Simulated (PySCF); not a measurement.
**Static response to an electric field**

Species: C5H3O3S (charge -1).
Geometry (GFN2-xTB, Å), atoms numbered from 1 in this order:
```
atom  x, y, z in Å
O1    -2.4426    0.4610   -0.7738
C2    -1.5620   -0.1354   -0.1749
O3    -1.8992   -1.2252    0.5790
C4    -0.1570    0.1777   -0.1621
C5     0.3422    1.2464   -0.8691
S6     2.0396    1.4117   -0.6948
C7     2.1225   -0.1020    0.4446
O8     3.2028   -0.4547    0.8958
C9     0.8291   -0.5510    0.5520
H10   -2.8566   -1.3495    0.5036
H11   -0.2120    1.9336   -1.4777
H12    0.5944   -1.4131    1.1513
```

Level: wB97X-D/def2-SVPD (PySCF), static field, nuclei fixed, core orbitals frozen in the response. The polarisability tensor in these axes (au):

```
x   134.76  10.36   5.23
y    10.36  95.37 -23.85
z     5.23 -23.85  79.50
```

Question: Give the principal values, the mean and the anisotropy Δα = √{½[(α1 − α2)² + (α2 − α3)² + (α1 − α3)²]}.

Answer: Principal values 60.85, 111.45 and 137.32 au; mean 103.21 au = 15.29 Å³ = 17.02 × 10⁻⁴⁰ C²·m²/J; Δα = 67.37 au (65 % of the mean).

Question: What depolarisation ratio follows for Rayleigh scattering of linearly polarised light, taking the static tensor?

Answer: ρ = 3Δα²/(45ᾱ² + 4Δα²) = 13617.6/(479346 + 18156.8) = 0.0274.

Question: Along which axes do the principal values lie, and how far do the nuclei extend along each?

Answer: Largest value along (0.97, 0.25, -0.01), where the nuclei span 6.09 Å; middle along (-0.21, 0.77, -0.61), 4.33 Å; least along (-0.14, 0.59, 0.79), 0.00 Å. The response follows the extents in order.

Question: Sum over states: ᾱ = Σ f/ω², ω in Eh. What share falls to these 8 lowest TDDFT singlets (eV, f)? 3.11, 0.0435; 4.13, 0.0003; 4.42, 0.0025; 4.71, 0.0005; 4.91, 0.0018; 5.05, 0.0835; 5.14, 0.0005; 5.33, 0.0024.

Answer: They add up to 6.00 au, 5.8 % of the 103.21 au; the largest single term is 3.32 au, from the state at 3.11 eV. Terms in order: 3.32, 0.01, 0.10, 0.02, 0.06, 2.42, 0.01, 0.06 au. Higher excitations give the rest. The strengths listed sum to 0.135.

Question: Give the eigenvalues of the traceless quadrupole moment Θ = ½Σq(3rr − r²1), origin at the centre of nuclear charge.

Answer: -31.27, 15.36, 15.92 D·Å. The values depend on the origin, since the species is charged. The electronic extent ⟨r²⟩ about the same centre is 1462 bohr², a root-mean-square distance of 2.35 Å for the 74 electrons.

One conformer (not necessarily the lowest) at the GFN2-xTB geometry, without solvent, vibrations or thermal averaging.

Note: wB97X-D ran without an empirical dispersion term, which enters the total energy and its gradient alone.
